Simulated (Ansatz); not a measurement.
Basis-set series for BF$_{2}$HO (`OB(F)F`). The species carries charge 0 and has multiplicity 1. All single points use the PBE0-D4/def2-TZVP geometry. It is one conformer, not always the lowest.

| functional | basis | functions | energy (Eh) | HOMO (eV) | LUMO (eV) |
| --- | --- | --- | --- | --- | --- |
| PBE0-D4 | def2-SVP | 61 | -300.00911 | -10.48 | 1.28 |
| PBE0-D4 | def2-QZVPP | 258 | -300.39105 | -10.78 | 0.28 |
| ωB97M-V | def2-SVP | 61 | -300.23113 | -12.95 | 2.93 |
| ωB97M-V | def2-QZVPP | 258 | -300.61871 | -13.26 | 1.53 |

Question: Give the rows for def2-TZVPP. (Estimate.)

Answer: Ansatz gave: 
| functional | basis | functions | energy (Eh) | HOMO (eV) | LUMO (eV) |
| --- | --- | --- | --- | --- | --- |
| PBE0-D4 | def2-TZVPP | 138 | -300.37480 | -10.74 | 0.34 |
| ωB97M-V | def2-TZVPP | 138 | -300.60336 | -13.22 | 1.63 |

Positive LUMOs are unbound and depend on the basis.
